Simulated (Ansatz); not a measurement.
`[SH][GeH2][SH]` → `[SH][GeH]` + H₂S at 600 K and 1 bar (germylene formation by 1,1-elimination).

Calculated with Ansatz (gas phase, PBE0-D4/def2-TZVP geometries, no zero-point term in ΔE). CCSD(T)/CBS adds triple-zeta CCSD(T) − MP2 to the extrapolated MP2 energy (def2 sets, frozen cores). This one scheme is used for every species. For Ge outer-core shells are correlated without core-valence functions, which leaves a few kJ/mol of doubt a bond. Scalar relativity is left out up to krypton. One conformer a species, not always the lowest.

| species | CCSD(T)/CBS energy (Eh) | H − E (kJ/mol) | S (J/(mol·K)) |
| --- | --- | --- | --- |
| `[SH][GeH2][SH]` | -2874.10944 | 141.5 | 410.6 |
| `[SH][GeH]` | -2475.08182 | 71.1 | 311.2 |
| H₂S | -398.97279 | 60.8 | 230.9 |

H − E and S are ideal-gas, rigid-rotor, harmonic terms from PBE0-D4/def2-TZVP, for one conformer and one mirror image of each species. 1 Eh = 2625.50 kJ/mol, R = 8.31446 J/(mol·K).

Q: By hand: ΔE, ΔH, ΔS and ΔG.

A: ΔE = (-2475.08182) + (-398.97279) − (-2874.10944) = 0.05483 Eh = 144.0 kJ/mol. Δ(H − E) = 71.1 + 60.8 − 141.5 = -9.6, so ΔH = 134.4 kJ/mol. ΔS = 311.2 + 230.9 − 410.6 = 131.5 J/(mol·K). ΔG = 134.4 − 600 × (131.5)/1000 = 55.5 kJ/mol.

Q: By hand: the equilibrium constant, and the temperature at which ΔG would vanish if ΔH and ΔS stayed fixed.

A: log₁₀ K = −ΔG/(RT ln 10) = -4.8. ΔG = 0 at ΔH/ΔS = 1022 K.

The number of gas molecules changes by +1, which sets the sign of ΔS. A doubt of 5 kJ/mol in ΔE shifts log₁₀ K by 0.4 here. Other conformers and mirror images would add mixing entropy, several J/(mol·K) or more a flexible species. These are equilibria of isolated gas molecules and say nothing of rates. Largest T1 diagnostic: 0.015 (customary marks: 0.02 for closed shells, 0.045 for open ones).
